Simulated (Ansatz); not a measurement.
CH8Si3, SMILES `[SiH2]=C[SiH2][SiH3]` (Si–C–Si–Si torsion 0°) (charge 0, multiplicity 1).

Cartesian coordinates (Å):
SMILES: [SiH2]=C[SiH2][SiH3]
```xyz
12

Si     1.5133     0.3183    -1.4929
C      1.2647    -0.9238    -0.3578
Si    -0.1371    -0.9745     0.8376
Si    -1.5670     0.8721     0.6506
H      0.5971     1.4735    -1.6015
H      2.6425     0.3511    -2.4495
H      1.9795    -1.7440    -0.3339
H     -0.9604    -2.2054     0.6472
H      0.3597    -1.0204     2.2447
H     -2.6608     0.7464     1.6526
H     -2.1836     0.9554    -0.7026
H     -0.8478     2.1512     0.9055
```
Charge 0, multiplicity 1.

Frozen-core energies in 6-31g from Ansatz (a program for electronic structure) at a geometry from PBE0-D3(BJ)/def2-TZVP; the HF reference has <S^2> = 0.00 (restricted, and unstable towards unrestricted orbitals) and the T1 diagnostic is 0.012.

| level | energy (Ha) |
|---|---|
| HF | -909.05863 |
| MP2 | -909.32131 |
| CCSD | -909.37776 |

Problem. Estimate the energies of CCSD(T), CCSDT and CCSDT(Q), and give each level's difference from CCSDT(Q).

Solution. 
```csv
level,energy (Ha),difference from CCSDT(Q) (mHa)
MP2,-909.32131,66.71
CCSD,-909.37776,10.27
CCSD(T),-909.38633,1.69
CCSDT,-909.38738,0.65
CCSDT(Q),-909.38803,0.00
```
